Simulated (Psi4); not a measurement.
C$_{2}$H$_{7}$InN$_{2}$, singlet, at a GFN2-xTB geometry (such geometries of metal compounds can be far from the true shape) (core potentials on In); R2SCAN/def2-TZVPD (Psi4).

The Psi4 input:
```
memory 2 GB

molecule {
0 1
In   -0.07700889    0.11685300    0.22298342
C     0.56703474    0.16234529   -1.89091120
C     1.19849184   -0.85960460   -2.43541558
H     0.31679107    1.04069728   -2.47527912
H     1.49795969   -0.86981318   -3.47800118
H     1.44913405   -1.74468664   -1.86555753
N    -1.47703827    1.43944877    0.94637016
H    -1.39976678    2.39218353    0.60650747
H    -1.49918272    1.48938758    1.96019321
N     0.26242638   -1.52430081    1.41844105
H     0.13332579   -1.31854848    2.40445773
H     1.18429794   -1.93749713    1.32577391
}

set {
  basis def2-tzvpd
}

energy('r2scan')
print_variables()
```

The log (banner, timings and long lists left out):

```
   => Loading Basis Set <=

    Name: DEF2-TZVPD
    Role: ORBITAL
    Keyword: BASIS

    !!!  WARNING: ECP capability is in beta. Please check occupations closely.  !!!

         ---------------------------------------------------------
                                   SCF
               by Justin Turney, Rob Parrish, Andy Simmonett
                          and Daniel G. A. Smith
                              RKS Reference
         ---------------------------------------------------------

  ==> Geometry <==

    Molecular point group: c1
    Full point group: C1

    Geometry (in Angstrom), charge = 0, multiplicity = 1:

       Center              X                  Y                   Z               Mass
    ------------   -----------------  -----------------  -----------------  -----------------
         IN          -0.059908440768     0.100091767504     0.192594799140   114.903878776000
         C            0.584135189232     0.145584057504    -1.921299820860    12.000000000000
         C            1.215592289232    -0.876365832496    -2.465804200860    12.000000000000
         H            0.333891519232     1.023936047504    -2.505667740860     1.007825032230
         H            1.515060139232    -0.886574412496    -3.508389800860     1.007825032230
         H            1.466234499232    -1.761447872496    -1.895946150860     1.007825032230
         N           -1.459937820768     1.422687537504     0.915981539140    14.003074004430
         H           -1.382666330768     2.375422297504     0.576118849140     1.007825032230
         H           -1.482082270768     1.472626347504     1.929804589140     1.007825032230
         N            0.279526829232    -1.541062042496     1.388052429140    14.003074004430
         H            0.150426239232    -1.335309712496     2.374069109140     1.007825032230
         H            1.201398389232    -1.954258362496     1.295385289140     1.007825032230

  Running in c1 symmetry.

  Rotational constants: A =      0.15429  B =      0.07000  C =      0.04868 [cm^-1]
  Rotational constants: A =   4625.55886  B =   2098.60778  C =   1459.52751 [MHz]
  Nuclear repulsion =  243.419320044219432

  Charge       = 0
  Multiplicity = 1
  Electrons    = 54
  Nalpha       = 27
  Nbeta        = 27

  ==> Algorithm <==

  SCF Algorithm Type is DF.
  DIIS enabled.
  MOM disabled.
  Fractional occupation disabled.
  Guess Type is SAD.
  Energy threshold   = 1.00e-06
  Density threshold  = 1.00e-06
[...]
   @DF-RKS iter   6:  -380.07641193854226   -8.98708e-03   2.53425e-04 DIIS/ADIIS
   @DF-RKS iter   7:  -380.07872655407999   -2.31462e-03   6.38637e-05 DIIS
   @DF-RKS iter   8:  -380.07884695183617   -1.20398e-04   1.75186e-05 DIIS
   @DF-RKS iter   9:  -380.07885496317857   -8.01134e-06   1.05568e-05 DIIS
   @DF-RKS iter  10:  -380.07885851948049   -3.55630e-06   2.60187e-06 DIIS
   @DF-RKS iter  11:  -380.07885874867588   -2.29195e-07   5.97558e-07 DIIS
  Energy and wave function converged.

  ==> Post-Iterations <==

   Electrons on quadrature grid:
      Ntotal   =   53.9999710530 ; deviation = -2.895e-05

    Orbital Energies [Eh]
    ---------------------

    Doubly Occupied:

[...]
    Virtual:

[...]
    Final Occupation by Irrep:
              A
    DOCC [    27 ]
    NA   [    27 ]
    NB   [    27 ]

  @DF-RKS Final Energy:  -380.07885874867588

   => Energetics <=

    Nuclear Repulsion Energy =            243.4193200442194325
    One-Electron Energy =               -1075.7399111319316489
    Two-Electron Energy =                 496.2334154197689600
    DFT Exchange-Correlation Energy =     -43.9916830807325852
    Empirical Dispersion Energy =           0.0000000000000000
    VV10 Nonlocal Energy =                  0.0000000000000000
    Total Energy =                       -380.0788587486758843

Computation Completed

Properties will be evaluated at   0.000000,   0.000000,   0.000000 [a0]

Properties computed using the SCF density matrix

 Multipole Moments:

 ------------------------------------------------------------------------------------
     Multipole            Electronic (a.u.)      Nuclear  (a.u.)        Total (a.u.)
 ------------------------------------------------------------------------------------

 L = 1.  Multiply by 2.5417464519 to convert [e a0] to [Debye]
 Dipole X            :         -5.1374213            5.8197383            0.6823170
 Dipole Y            :          8.3113823           -7.8933685            0.4180138
 Dipole Z            :         15.0320753          -14.8995861            0.1324892
 Magnitude           :                                                    0.8110767

 ------------------------------------------------------------------------------------

  Variable Map:
  ----------------------------------------------------------------------------
[...]
  Array Variable Map:
  ----------------------------------------------------------------------------
[...]
[...]
```
